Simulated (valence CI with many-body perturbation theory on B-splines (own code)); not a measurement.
**Sn36+: magnetic and hyperfine properties of the levels**

Calculated by valence CI with perturbative core correlation (CI+MBPT): four valence electrons over a frozen Dirac-Fock core [Ne], radial functions for each j: 11 s, 11 p, 9 d, 7 f, 5 g, 2 h, 1 i, with the one-electron correlation potential Σ1 (screened to all orders), the two-electron term Σ2, the three-electron term Σ3, Breit, model QED; selected single and double excitations, second order for the rest (own B-spline code, finite nucleus).

The last digits are not significant, and no measured levels were compared; by estimate large intervals hold to a few tenths of a per cent, small ones and those within an open d or f shell to about a per cent.

A/g_I is the dipole constant over the nuclear g factor μ/I (μ in nuclear magnetons, uniformly magnetised nucleus), B/Q the quadrupole constant per barn. Both hold the static response of the core; the bare values leave it out. Large factors of s and p1/2 electrons are usually good to 5 to 10 %; those of open d and f shells near neutrality can be off by tens of per cent, and small factors of p3/2, d and f electrons come from cancelling terms and can be off by a factor of two or in sign, in half-filled shells by more. B is blank for J = 1/2, where it vanishes, and for nearly pure S terms. Energies count from the lowest level. Levels with J = 0 are left out.

Levels are named by their leading jj configuration (3d3/2^4 stands for four electrons in 3d with j = 3/2), which in mixed levels can hold well under half, so a name can repeat and another be missing. Letters in brackets count levels of one name in rising energy.

```csv
Level,E (cm⁻¹),g,A/g_I (MHz),A/g_I bare,B/Q (MHz/b),B/Q bare
(3s^2 3p1/2 3p3/2) J=1,403600,1.496,-15300,-13300,50900,49900
(3s^2 3p1/2 3p3/2) J=2,449950,1.201,123000,120000,75500,74000
(3s^2 3p3/2^2) J=2,887140,1.289,57200,56800,26200,25700
(3s 3p1/2^2 3p3/2) J=2,1129300,1.666,287000,281000,71100,69700
(3s 3p1/2^2 3p3/2) J=1,1275400,0.927,-160000,-154000,73600,72200
(3s^2 3p1/2 3d3/2) J=2,1471000,0.793,93200,91900,8350,9190
(3s 3p1/2 3p3/2^2) J=2 [a],1484800,1.485,178000,174000,40600,39900
(3s 3p1/2 3p3/2^2) J=3,1561000,1.290,204000,199000,-21000,-20200
(3s^2 3p1/2 3d3/2) J=1,1655400,1.013,-50600,-47300,-8560,-8040
(3s^2 3p1/2 3d5/2) J=2,1696300,1.113,-19300,-17400,18200,18500
(3s^2 3p1/2 3d5/2) J=3,1701900,1.139,111000,109000,47200,47200
(3s 3p1/2 3p3/2^2) J=1 [a],1739300,1.182,283000,276000,-67500,-66100
(3s 3p1/2 3p3/2^2) J=2 [b],1784700,1.222,72400,71800,2430,2640
(3s 3p1/2 3p3/2^2) J=1 [b],1821000,1.366,51400,52200,34900,34300
(3s^2 3p3/2 3d5/2) J=2,2000800,1.320,132000,130000,-76100,-74400
(3s^2 3p3/2 3d5/2) J=4,2043800,1.245,27500,28100,125000,124000
(3s^2 3p3/2 3d3/2) J=1,2066900,1.157,54200,54300,-41200,-40700
(3s^2 3p3/2 3d3/2) J=2,2067300,1.066,20900,21800,-14600,-14300
(3s^2 3p3/2 3d3/2) J=3,2073900,1.175,51100,51300,61500,60900
(3s 3p1/2^2 3d3/2) J=1,2213500,0.325,-206000,-199000,6540,6920
(3s^2 3p3/2 3d5/2) J=1,2235700,1.245,-73500,-69400,-2700,-2450
(3s^2 3p3/2 3d5/2) J=3,2236100,1.125,34200,34400,41100,41400
(3s 3p1/2^2 3d3/2) J=2,2237600,1.196,216000,211000,16300,16800
(3s 3p3/2^3) J=2,2258100,1.296,187000,183000,-81600,-79900
(3s 3p1/2^2 3d5/2) J=3,2362500,1.378,162000,159000,21900,22700
(3s 3p3/2^3) J=1,2373000,1.075,-109000,-105000,-10000,-9670
(3s 3p1/2^2 3d5/2) J=2,2389900,1.192,-35100,-31900,-20500,-19500
(3s 3p1/2 3p3/2 3d3/2) J=2 [a],2530900,0.977,13500,14300,15000,15100
(3s 3p1/2 3p3/2 3d3/2) J=1 [a],2557600,1.245,146000,143000,-49100,-48500
(3s 3p1/2 3p3/2 3d3/2) J=3 [a],2578000,1.203,163000,160000,-12000,-11500
(3s 3p1/2 3p3/2 3d3/2) J=2 [b],2588100,1.212,106000,105000,-21800,-21300
(3s 3p1/2 3p3/2 3d5/2) J=4 [a],2627200,1.297,150000,148000,44000,44200
(3s 3p1/2 3p3/2 3d5/2) J=4 [b],2652600,1.360,150000,148000,101000,100000
(3s 3p1/2 3p3/2 3d5/2) J=3 [a],2714000,1.421,155000,153000,46900,46000
```

Question: Take the isotope of mass number 119, with I = 1/2, μ = -1.0459 μN. What is the hyperfine structure of (3s 3p1/2 3p3/2^2) J=2 [a]?

Answer: From the table A = -372000 MHz. Shifts from the centre of gravity in MHz: F = 3/2: 558000, F = 5/2: -372000.
